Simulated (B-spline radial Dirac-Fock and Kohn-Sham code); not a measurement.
f′ and f″ of Ru, 4 keV to 15 keV

Level of theory: the dispersion relation over Dirac-Hartree-Slater subshell photoionisation cross sections, with the Kissel-Pratt high-energy constant (isolated atom, no bound-bound lines or fine structure); a radial B-spline solver. The forward scattering factor is f₀ + f′ + i f″.

Input file task.json (cfg lists n, l and occupation; rrms is the nuclear radius in fm):

```json
{"items": [{
  "Z": 44,
  "q": 0,
  "cfg": [[1, 0, 2], [2, 0, 2], [2, 1, 6], [3, 0, 2], [3, 1, 6], [3, 2, 10], [4, 0, 2], [4, 1, 6], [4, 2, 7], [5, 0, 1]],
  "A": 102,
  "rrms": 4.4809,
  "do": "dispersion",
  "hv": [502.9, 508.5, 640.1, 901.2, 905.9, 1000.0, 1253.6, 1486.9, 2000.0, 2132.0, 2176.0, 2195.0, 2984.4, 3329.0, 3464.0, 3866.0, 3923.0, 4000.0, 4510.9, 5252.0, 5414.7, 5564.0, 6000.0, 6403.9, 6904.0, 6930.3, 8047.8, 8487.0, 9015.0, 9251.7, 12000.0, 15000.0, 17479.3, 22162.9, 23850.0, 24209.8, 25320.0, 25550.0, 30000.0, 40000.0, 42820.0, 44790.0, 62980.0, 76920.0],
  "edges": {"K": 22117.0, "L1": 3224.0, "L2": 2967.0, "L3": 2838.0, "M1": 586.1, "M2": 483.3, "M3": 461.5, "M4": 284.2, "M5": 280.0, "N1": 75.0}
}]}
```

Launch: `python xray2_run.py task.json out`

Edges near this range: L1 3224.0 eV, L2 2967.0 eV, L3 2838.0 eV.

```tsv
hν (eV)	λ (Å)	f′ (e)	f″ (e)	tabulated f′	tabulated f″
4000	3.100	-2.137	10.464	-2.17	10.25
4510.9	2.749	?	?	?	?
5252	2.361	-0.217	6.807	-0.24	6.63
5414.7	2.290	-0.129	6.479	-0.16	6.32
5564	2.228	-0.064	6.199	-0.09	6.05
6000	2.066	0.060	5.477	0.04	5.35
6403.9	1.936	0.114	4.917	0.09	4.79
6904	1.796	0.131	4.336	0.11	4.22
6930.3	1.789	0.131	4.309	0.11	4.20
8047.8	1.541	0.059	3.345	0.05	3.27
8487	1.461	0.012	3.054	0.00	3.00
9015	1.375	-0.053	2.752	-0.07	2.71
9251.7	1.340	-0.083	2.632	-0.10	2.58
12000	1.033	-0.452	1.670	-0.47	1.63
15000	0.8266	-0.856	1.122	-0.87	1.08
```

Q: What are f′ and f″ at 4510.9 eV?

A: f′ = -0.963 and f″ = 8.675 electrons (tables: -1.00 and 8.45). By the optical theorem f″ corresponds to a photoabsorption cross section 2 rₑ λ f″ = 134000 b.

Tabulated f′: xraylib 4.2 anomalous scattering factors (Cullen et al., EPDL97); f″: Chantler's tables (J. Phys. Chem. Ref. Data 1995 and 2000). Both are theoretical tables.

Values without a named source are computed, but for edge energies of neutral atoms, which are taken from tables.
